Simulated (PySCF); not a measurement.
CH4ClGaO, SMILES C[O][GaH][Cl]. Coordinates come from a PBE-D3(BJ)/def2-SVP optimisation. The structure was generated by enumeration; whether it is a known compound was not checked. Other conformers were not sampled.

Calculation: PySCF 2.14.0 with PBE-D3(BJ)/def2-SVP.

Harmonic wavenumbers (cm⁻¹): 96, 105, 107, 237, 421, 426, 559, 618, 1087, 1132, 1159, 1411, 1420, 1426, 1960, 2902, 2982, 3003. Rotational constants (GHz): 12.60, 1.804, 1.594; symmetry number 1.

Q: Work out the zero-point energy and the ideal-gas rigid-rotor harmonic-oscillator thermochemistry at 298.15 K and 1 atm.

A: ZPE = ½ Σ hcν = ½ × 21051 cm⁻¹ = 30.09 kcal/mol. H − E(el) = 34.78 kcal/mol. Entropy in cal/(mol K): translation 40.66, rotation 26.59, vibration 14.98, total 82.23. G − E(el) = 10.26 kcal/mol. Cp = 21.62 cal/(mol K). Modes under 150 cm⁻¹ make the vibrational entropy uncertain.
